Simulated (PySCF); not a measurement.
**Structure from NMR data**

The spectra below were simulated for a compound C6H11Cl.

¹H NMR (500 MHz, computed): δ 4.37 (m, 1H), 2.09 (m, 2H), 1.98 (m, 2H), 1.76 (m, 1H), 1.58 (m, 2H), 1.45 (m, 2H), 1.10 (m, 1H).

¹³C{¹H} NMR (computed): δ 63.8 (CH), 38.0 (CH2), 30.0 (CH2), 23.5 (CH2).

Calculated, not measured (PySCF): shieldings: GIAO PBE0/pcSseg-1, geometry: GFN2-xTB. Fast rotation and ring inversion assumed for equivalent nuclei, a single conformation, isolated molecule, non-relativistic.

Shifts are taken against calculated references (same method and geometry level): ¹H (31.72 ppm) and ¹³C (186.93 ppm) against TMS.

Problem. Propose a structure and justify it.

Solution. 
Rings plus π bonds: 1 (1 ring in the answer). 4 carbon signals for 6 carbons: some carbons are equivalent by symmetry or fast rotation. Carbon types of the structure: 1 × CH, 5 × CH2, which accounts for all hydrogens. δC 63.8: sp3 CH bonded to Cl; pulled downfield by the heteroatom. δC 38.0, 30.0, 23.5: sp3 CH2 in a ring; saturated and bonded to C and H only. δH 4.37: hydrogen on an sp3 CH bonded to Cl; its carbon carries Cl, hence the downfield position. δH 2.09, 1.98, 1.76, 1.58, 1.45, 1.10: hydrogen on an sp3 CH2 in a ring.

Structure: `InChI=1S/C6H11Cl/c7-6-4-2-1-3-5-6/h6H,1-5H2`.

This is the structure that produced the data.

Carbons that carry Cl, above all several Cl atoms, come out too deshielded, partly because spin–orbit coupling is missing. Shifts are as computed. Against solution values, carbons near 30 ppm lie about +3 ppm off and those near 130 ppm about +5 ppm; carbons on Cl a further +6 ppm. Of 1211 compounds with measured shifts, 218 miss one by over three times the rms of a fit or turn the order of signals round; such compounds aren't used in these exercises. No couplings were computed; multiplicities are counted from neighbouring protons, with m where these are inequivalent, close in shift, in a saturated or five-membered ring or joined by F or P, and br s for small geminal =CH2 splittings.
